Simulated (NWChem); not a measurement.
System: SiHCl, singlet; SMILES Cl[SiH]

Results from NWChem. Pople sets run with spherical d functions. Low-valent species are run as closed-shell singlets; no triplet was tried in these runs. STO-3G and 3-21G are far too small for this property and stand as cheap habits. Geometry: optimised at PBE0/def2-SVP. Vertical excitations in the gas phase; the lowest state need not have the same character in each row.

| level | basis functions | lowest excitation, singlet (eV) | oscillator strength of that lowest state | orbital gap (eV) | relative time |
|---|---|---|---|---|---|
| PBE/3-21G, TDA | 28 | 2.53 | 0.026 | 1.85 | 1 |
| PBE/6-31G*, TDA | 38 | 2.65 | 0.023 | 2.04 | 3 |
| PBE/6-31+G*, TDA | 46 | 2.65 | 0.023 | 2.04 | 4 |
| PBE/def2-SVP, TDA | 41 | 2.64 | 0.020 | 2.04 | 2 |
| PBE/def2-SVPD, TDA | 59 | 2.65 | 0.017 | 2.06 | 4 |
| PBE/def2-TZVP, TDA | 80 | 2.65 | 0.018 | 2.08 | 10 |
| PBE/aug-cc-pVDZ, TDA | 63 | 2.61 | 0.017 | 2.04 | 20 |
| PBE/def2-TZVPD, TDA | 98 | 2.64 | 0.017 | 2.08 | 20 |

Relative times are rough (shared machine, one core).
